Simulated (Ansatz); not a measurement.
A run for Ansatz (a program for electronic structure): U-CCSDT(Q)/cc-pVDZ on C3H2 (SMILES [CH]C#C), 2S+1 = 3, a spin state set in the input, which need not be the lowest.

Ansatz 0.2 input:
```yaml
crystal:
  periodic: [false, false, false]
  atoms:
    - {symbol: C, position_ang: [-1.22982616, -0.26597044, -0.14492233]}
    - {symbol: C, position_ang: [-0.00060308, 0.00653588, -0.00585868]}
    - {symbol: C, position_ang: [1.23212629, 0.24104288, 0.16726705]}
    - {symbol: H, position_ang: [-2.23521127, -0.47809025, -0.41479841]}
    - {symbol: H, position_ang: [2.22502897, 0.58844029, 0.31588214]}
basis:
  gaussian:
    orbitals: cc-pVDZ
magnetization: {spin_polarized: true, initial_magnetization: 2}
correlation: {method: ccsdt_q, electrons: outside_noble_gas}
scf: {omitted_lower_state_checks: [cluster_reference]}
```

It printed:

```
WARN ansatz: RAYON_NUM_THREADS=2 ignored (pool sized by the plan → 2); use --threads N
Functional definition: HF
these checks for a lower state are left out or cut short: cluster_reference
integrals: 0.05 GiB planned
910 factors; integrals over basis functions are off by at most 1.2e-7 eV
mean field: 0.12 GiB planned
mean field evaluation 1: about -3116.9331 eV, gradient 1.5e1 eV
mean field evaluation 2: about -3116.9361 eV, gradient 1.5e1 eV
mean field evaluation 4: about -3119.1406 eV, gradient 3.9e0 eV
mean field evaluation 8: about -3119.5055 eV, gradient 2.5e-2 eV
mean field -3119.50544482 eV, -114.6397106206 hartree, gradient 2.4e-6 eV, S^2 2.353873; 0 other end points of the search recorded, 0 dependent functions left out
3 core orbitals not correlated
reference -3119.50544482 eV, -114.6397106206 hartree; 8, 6 occupied and 41, 43 virtual orbitals, 910 factors
second order -8.20060693 eV of doubles, -0.00000000 eV of singles
coupled cluster: 1.52 GiB planned
cycle   1  -8.79666681 eV  change   -6.0e-1 eV  update   1.1e-1
cycle   2  -9.44641694 eV  change   -6.5e-1 eV  update   5.7e-2
cycle   3  -9.93770221 eV  change   -4.9e-1 eV  update   4.1e-2
cycle   4  -9.88436691 eV  change    5.3e-2 eV  update   1.6e-2
cycle   5  -9.90037856 eV  change   -1.6e-2 eV  update   6.0e-3
cycle   6  -9.91246230 eV  change   -1.2e-2 eV  update   3.1e-3
cycle   7  -9.91069599 eV  change    1.8e-3 eV  update   1.4e-3
cycle   8  -9.91142431 eV  change   -7.3e-4 eV  update   7.3e-4
cycle   9  -9.91253206 eV  change   -1.1e-3 eV  update   3.1e-4
cycle  10  -9.91229006 eV  change    2.4e-4 eV  update   1.4e-4
cycle  11  -9.91250620 eV  change   -2.2e-4 eV  update   6.5e-5
cycle  12  -9.91248541 eV  change    2.1e-5 eV  update   2.9e-5
cycle  13  -9.91249069 eV  change   -5.3e-6 eV  update   1.7e-5
cycle  14  -9.91251190 eV  change   -2.1e-5 eV  update   9.5e-6
cycle  15  -9.91252914 eV  change   -1.7e-5 eV  update   4.8e-6
cycle  16  -9.91253654 eV  change   -7.4e-6 eV  update   2.3e-6
cycle  17  -9.91253831 eV  change   -1.8e-6 eV  update   1.1e-6
cycle  18  -9.91253782 eV  change    4.9e-7 eV  update   5.4e-7
coupled cluster: 1.52 GiB planned
perturbative correction -0.03367124 eV, -0.0012373951 hartree
Total energy: -3129.45165388 eV, -115.0052270616 hartree
Checks for a lower state left out: cluster_reference
```

Self-consistency was reached. Its determinant has ⟨S²⟩ = 2.35, a mixture of spin states.

Cost: roughly 2.2 core-minutes.
